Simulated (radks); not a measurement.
The mean radii <r> (bohr) of the occupied orbitals of an atom or ion are listed with their occupations. All-electron calculation, scalar-relativistic Kohn-Sham, SCAN, spin-unpolarised, spherical densities, finite nucleus; meta-GGA in the generalised Kohn-Sham scheme; Fermi nuclear charge, rms radius of each element as measured or else 0.836 A^(1/3) + 0.57 fm. Program: a radial shooting solver on a logarithmic mesh with Libxc functionals.

| orbital | occ. | <r> |
|---|---|---|
| 1s | 2 | 0.05214 |
| 2s | 2 | 0.2348 |
| 2p | 6 | 0.2064 |
| 3s | 2 | 0.7086 |
| 3p | 6 | 0.7442 |
| 3d | 9 | 0.9383 |
| 4s | 1 | 2.465 |

Name the element and its charge.

Answer. Z = 29, copper, charge +1: Cu+ in [Ar] 3d9 4s1. The 1s radius gives Z: for a bare nucleus <r> = (2 gamma + 1)/(2Z) with gamma = sqrt(1 - (Z/c)^2), 0.05094 bohr for Z = 29, and screening makes it slightly larger (0.05214 here). The occupations add up to 28, and the charge is Z minus that.
